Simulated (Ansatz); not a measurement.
This geometry of BrClZn + CH4 (8 atoms, charge 0, multiplicity 1) is a first-order saddle point.

These are results of Ansatz 0.2.0, RKS PBE0-D4/def2-SVP, not measurements.

```xyz
8
Properties=species:S:1:pos:R:3
Zn -0.787 0.085 -0.861
Br -0.346 -2.451 -0.292
Cl -2.123 0.783 -2.345
H 0.220 -1.034 0.284
C 0.573 0.507 0.604
H -0.004 1.185 1.254
H 1.343 1.082 0.064
H 1.125 -0.158 1.292
```

(1) Which two structures does it join? (They come from a converged band through this point; their orientation in space is the band's.)

(2) How far does it lie above each of them?

## Answers

(1) Bonds broken: H4–C5. Bonds formed: Zn1–C5, Br2–H4. BrClZn + CH4 becomes CH4BrClZn.

Image 0:

```xyz
8
Properties=species:S:1:pos:R:3
Zn -1.171 -0.739 -1.186
Br -0.877 -2.911 -0.745
Cl -1.678 1.201 -1.837
H 0.607 -0.604 0.693
C 0.740 0.488 0.748
H -0.216 0.992 0.952
H 1.156 0.875 -0.193
H 1.440 0.697 1.568
```

Image 8:

```xyz
8
Properties=species:S:1:pos:R:3
Zn -0.507 0.516 -0.873
Br -0.892 -2.438 -0.421
Cl -1.801 0.158 -2.534
H -0.173 -2.900 0.721
C 0.665 1.083 0.558
H 0.191 0.912 1.538
H 0.908 2.154 0.477
H 1.610 0.516 0.534
```

(2) 46.1 kcal/mol above the first and 11.0 kcal/mol above the second. This is the barrier of this one path; another mechanism may lie lower. The orbitals stay closed-shell, which can raise the energy where a bond breaks towards radicals; this wasn't checked here.

Run time: 14 min on 2 threads of Arm Neoverse N1, on a shared host, peak memory 0.33 GiB.
